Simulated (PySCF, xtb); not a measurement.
CuH, SMILES [CuH] (connectivity only; charge and spin as stated), neutral, multiplicity 1.

Harmonic wavenumbers (cm⁻¹) from GFN2-xTB run with xtb at its own minimum, in rising order: 1712.

Q: What does PBE0-D3(BJ)/def2-TZVPD run with PySCF give at its own minimum? (Estimate from the structure and the level; the computed values follow.)

A: 1865. Paired by order, the mean absolute difference is 152 cm⁻¹ and the zero-point energies are 2.4 and 2.7 kcal/mol.
